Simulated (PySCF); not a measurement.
Vertical excitations of a molecule C4H6BFO from TDA-PBE/def2-SVPD run with PySCF, as energy in eV (oscillator strength): 2.10 (0.000), 4.86 (0.003), 5.06 (0.002), 5.26 (0.029), 5.45 (0.003), 5.53 (0.010), 5.63 (0.007), 6.03 (0.030), 6.21 (0.009), 6.26 (0.010). Lowest triplet (TDA): 1.50 eV. Geometry: B3LYP-D3(BJ)/def2-SVP. The values are those of a single conformer.

Question: Which molecule gave these data?
A. CC=C=CB(O)F
B. C#CCB(F)CO
C. O=C1CCCB1F
D. OB1CC=C[C@H]1F

Answer: C, O=C1CCCB1F
